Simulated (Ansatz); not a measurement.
The cluster Cs3Ge3Br9 (the lowest singlet isomer of a short search). Total charge 0; singlet. Geometry PBE-D4/def2-SVP, basis def2-TZVP, Ansatz.

Cartesian coordinates in Å:
```
Cs -0.7446 -3.3948 0.1818
Cs 3.2903 1.6116 3.2985
Cs -1.2389 1.9250 -2.2941
Ge -0.8259 1.6805 1.8116
Ge 2.6330 -1.0596 -0.0953
Ge -3.3166 -1.7727 -2.8837
Br 4.8520 -0.5846 0.9472
Br -2.1899 3.5268 0.8329
Br 1.3122 -1.2321 2.1540
Br 2.8132 -3.5487 -0.3780
Br 1.2698 2.2122 0.3350
Br -0.7766 -1.7091 -3.1127
Br -3.8419 0.2916 -4.1336
Br -3.2383 -0.7838 -0.5394
Br 0.0021 2.8376 3.8758
```

```json
{"run": "A", "HOMO (eV)": "-6.57", "LUMO (eV)": "-1.34"}
{"run": "B", "HOMO (eV)": "-5.62", "LUMO (eV)": "-2.02"}
{"run": "C", "HOMO (eV)": "-5.84", "LUMO (eV)": "-2.32"}
{"run": "D", "HOMO (eV)": "-5.85", "LUMO (eV)": "-1.86"}
```

In the def2 sets Cs takes a core potential; there is no spin–orbit coupling. Single mean-field runs in def2-TZVP are fitted with def2-universal-jkfit. The structure comes from a short search, and lower isomers may exist.

Q: The runs used LDA (SPW92), PBE, PBE0, r2SCAN. Estimate which is which.

A: A PBE0 (25 % exact exchange); B PBE (0 % exact exchange); C LDA (SPW92) (0 % exact exchange); D r2SCAN (0 % exact exchange). Exact exchange lowers occupied and raises empty levels; among semilocal functionals meta-GGAs tend to open the gap a little, and such runs are hard to tell apart. The gap grows from 3.52 eV (LDA (SPW92)) to 5.23 eV (PBE0).
